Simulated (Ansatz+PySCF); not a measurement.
**doublet BeH: levels of theory in one basis**

```xyz
2

Be    0.0000    0.0000   -0.3804
H     0.0000    0.0000    1.5216
```

Basis set: 6-31G (spherical functions). All electrons are correlated. Correlation on ROHF uses semicanonical orbitals with singles. Charge 0, multiplicity 2.

Computed with Ansatz (development build ahead of 0.2.0); each method stands on the lowest determinant of its kind that the runs found.

```
                            method  E − E(ROHF) (eV)  <S²> of the determinant
                              ROHF              0.00                     0.75
                               UHF             -0.10                     0.82
                          ROHF-MP2             -0.57                        –
                           UHF-MP2             -0.60                     0.82
                         ROHF-CCSD             -1.03                        –
                          UHF-CCSD             -1.05                     0.82
                      ROHF-CCSD(T)             -1.06                        –
                       UHF-CCSD(T)             -1.07                     0.82
full CI (lowest root of this spin)             -1.08                        –
```

At such a shape the full CI root can have another spatial symmetry than the determinants, so the rows needn't describe one state.

Q: Is a single determinant a sound starting point here?

A: Only with care. Unrestricted orbitals gain 0.10 eV and <S²> is 0.82 against 0.75 for a pure state, but bonds are stretched.

Caution for ROHF-MP2, UHF-MP2, ROHF-CCSD, UHF-CCSD, ROHF-CCSD(T), UHF-CCSD(T): bonds are stretched, where a single reference can fail.
